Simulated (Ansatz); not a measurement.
TaSi₂⁺, relaxed as a singlet with RKS B3LYP-D4/def2-TZVP in Ansatz, starting from the GFN1-xTB geometry. Force threshold 0.02 eV/Å.

In the def2 sets Ta takes a core potential; there is no spin–orbit coupling. The relaxation made no stability test and no search for a lower SCF solution. No other spin state of charge 1 was run. The structure comes from a short search, and lower isomers may exist.

Start:

```xyz
3

Ta   -0.466    0.905    1.900
Si   -0.646   -0.219   -0.262
Si    1.113   -0.686   -1.638
```

```csv
step,energy (eV),largest force component (eV/Å),SCF passes
1,-17295.0964,1.793,25
2,-17295.3074,1.437,33
3,-17295.5388,0.982,40
4,-17295.8905,0.688,41
5,-17296.3177,0.907,41
6,-17296.7651,0.909,39
7,-17296.8328,0.667,55
8,-17296.8494,0.179,42
9,-17296.8511,0.014,35
10,-17296.8511,0.004,34
```

Force components are those of the run's own axes.

End:

```xyz
3

Ta    0.1616    0.6367    1.2082
Si   -1.2679   -0.3728   -0.4004
Si    1.1063   -0.2639   -0.8077
```

Bonds formed: Ta1–Si3 (atoms count from 1). The end is the same structure that another start reached, the lowest one found.

The force fell under the threshold at step 9, but the optimiser went on. No frequencies were taken in this run, so the end may be a saddle point.

Run time 13 s (4 threads of Arm Neoverse V1 on a shared host).
